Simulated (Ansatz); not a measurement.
System: CH5GeO, charge 0, doublet. CH5GeO (SMILES O[CH][GeH3], doublet).
B3LYP-D3(BJ)/def2-TZVP minimum from Ansatz (a program for electronic structure):
```xyz
8

C     -1.1002    -0.0401    -0.5686
O     -2.0318     0.8114    -0.0424
Ge     0.7010    -0.1977     0.1115
H     -1.5530    -0.7420    -1.2566
H     -1.6087     1.4578     0.5354
H      0.8405    -1.2069     1.2757
H      1.0994     1.1939     0.6520
H      1.6463    -0.6254    -1.0219
```
Charge 0, spin multiplicity 2.

Total energies in cc-pVDZ, 19 correlated electrons, 16 frozen orbitals. UHF or UKS for unpaired electrons; spin-orbit terms are left out. Correlated methods leave the cores frozen (noble-gas shells, and filled d and f shells in the p block). No relativity.

| method | program | energy (Eh) | minus CCSDT(Q) (mEh) |
|---|---|---|---|
| HF | Ansatz | -2190.91442 | 461.18 |
| MP2 | Ansatz | -2191.31954 | 56.06 |
| CCSD | Ansatz | -2191.36253 | 13.08 |
| CCSD(T) | Ansatz | -2191.37360 | 2.00 |
| CCSDT(Q) | Ansatz | -2191.37560 | 0.00 |

Rough core times of Ansatz's runs on a shared machine: CCSD(T) under 20 s, CCSDT(Q) 30 min.
